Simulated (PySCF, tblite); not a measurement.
Rigid-rotor lines calculated for a species of formula C4H7FO2Si (commonest isotopes; B3LYP/def2-SVPD in PySCF (dipole) on a GFN2-xTB geometry, gas phase), labelled J(Ka,Kc):

```tsv
transition	MHz
1(0,1) ← 0(0,0)	2720.2
2(1,2) ← 1(1,1)	5233.9
2(1,1) ← 1(1,0)	5646.9
1(1,1) ← 0(0,0)	3114.5
2(0,2) ← 1(0,1)	5378.1
```

**Question.** Find the rotational constants.

**Answer.** 1(0,1) ← 0(0,0) is B + C, 2(1,1) ← 1(1,0) is 3B + C and 2(1,2) ← 1(1,1) is B + 3C, so B − C is half the difference of the last two, 206.5 MHz. 1(1,1) ← 0(0,0) is A + C. A = 1857.6, B = 1463.4, C = 1256.9 MHz.

**Question.** What moments of inertia, asymmetry and inertial defect follow?

**Answer.** I = 505379 MHz·u·Å² over each constant: Ia = 272.06, Ib = 345.35, Ic = 402.10 u·Å²; κ = (2B − A − C)/(A − C) = -0.313 (asymmetric top); Δ = Ic − Ia − Ib = -215.31 u·Å².

**Question.** Which dipole components do these lines need?

**Answer.** μa and μb (a-type: ΔKa even, ΔKc odd; b-type: both odd). The calculation gives |μa| = 3.04 D, |μb| = 0.17 D, |μc| = 0.78 D.

**Question.** Where do these fall, and of which type are they? 4(2,3) ← 3(1,3); 3(0,3) ← 2(0,2); 3(2,2) ← 2(1,1); 4(3,1) ← 3(2,2); 3(2,1) ← 2(2,0); 4(0,4) ← 3(0,3); 4(2,2) ← 3(3,1); 4(1,4) ← 3(1,3); 4(3,2) ← 4(2,3); 3(3,1) ← 3(2,2); 4(0,4) ← 3(1,3); 2(2,0) ← 1(1,1); 4(3,2) ← 3(2,1).

**Answer.** 
| transition | MHz | type | branch |
| --- | --- | --- | --- |
| 3(3,1) ← 3(2,2) | 2522 | b | Q |
| 4(3,2) ← 4(2,3) | 2668 | b | Q |
| 2(2,0) ← 1(1,1) | 7099 | b | R |
| 3(0,3) ← 2(0,2) | 7941 | a | R |
| 3(2,1) ← 2(2,0) | 8380 | a | R |
| 4(2,2) ← 3(3,1) | 9025 | b | R |
| 3(2,2) ← 2(1,1) | 9343 | b | R |
| 4(0,4) ← 3(1,3) | 10320 | b | R |
| 4(1,4) ← 3(1,3) | 10372 | a | R |
| 4(0,4) ← 3(0,3) | 10445 | a | R |
| 4(2,3) ← 3(1,3) | 12978 | c | R |
| 4(3,2) ← 3(2,1) | 13217 | b | R |
| 4(3,1) ← 3(2,2) | 13581 | b | R |

**Question.** Which structure gave them?

**Answer.** `C[SiH2]C(F)(C=O)C=O`, point group C1. Three constants can't fix a structure by themselves; this is the one that was computed:
```
atom  x, y, z in Å
C1     1.938   -0.220    0.340
Si2    0.739    0.480   -0.940
C3    -1.105    0.159   -0.283
F4    -1.922    0.669   -1.275
C5    -1.289    0.899    0.978
O6    -0.752    0.612    2.018
C7    -1.232   -1.312   -0.134
O8    -1.701   -2.062   -0.942
H9     1.975   -1.307    0.303
H10    2.946    0.147    0.171
H11    1.642    0.066    1.348
H12    0.787    1.938   -1.071
H13    0.736   -0.180   -2.243
H14   -1.960    1.770    0.880
H15   -0.806   -1.651    0.828
```

The values belong to one conformer (point group C1) with, in the numbering `[CH3:1][SiH2:2][C:3]([F:4])([CH:5]=[O:6])[CH:7]=[O:8]`, C1–Si2–C3–F4 -179°, Si2–C3–C5–O6 -70°, Si2–C3–C7–O8 -96°. Its GFN2-xTB frequencies are all real (lowest 56 cm⁻¹). Zero-point vibration and centrifugal distortion are left out. A rigid rotor knows nothing of internal rotation, which can split or shift real lines.

Hardware: one thread of an Arm Neoverse N1, shared host with 64 logical CPUs at a one-minute load of 58. Cost: 85 s, 0.92 GiB resident at most. This is the B3LYP/def2-SVPD job that gave the dipole, with the excitations it also computed.
